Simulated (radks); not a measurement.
The numbers below are computed, except where a source is named.
Task: Species: Ta44+. Configuration: [Ar] 3d10 4s1 (the NIST ground configuration). Code: a radial shooting solver on a logarithmic mesh with Libxc functionals. Model: non-relativistic Kohn-Sham, LDA (Slater exchange, Perdew-Wang correlation), spin-unpolarised, spherical densities, point nucleus; relativity is left out, which matters for an element this heavy. Some entries of the table are withheld. Estimate them.

| orbital | occ. | eigenvalue (hartree) | <r^2> (bohr^2) |
|---|---|---|---|
| 1s | 2 | -2354.927 | 0.0005761 |
| 2s | 2 | -450.8178 | (1) |
| 2p | 6 | (2) | (3) |
| 3s | 2 | -158.4318 | 0.05421 |
| 3p | 6 | (4) | 0.04987 |
| 3d | 10 | -138.9692 | 0.03836 |
| 4s | 1 | -79.39609 | 0.2014 |
| 4p | 0 | -76.42644 | 0.1983 |
| 5s | 0 | (5) | (6) |

Result: 
(1) 2s <r^2> (bohr^2): 0.008990
(2) 2p eigenvalue (hartree): -435.5944
(3) 2p <r^2> (bohr^2): 0.006643
(4) 3p eigenvalue (hartree): -151.5608
(5) 5s eigenvalue (hartree): -47.75764
(6) 5s <r^2> (bohr^2): 0.5419
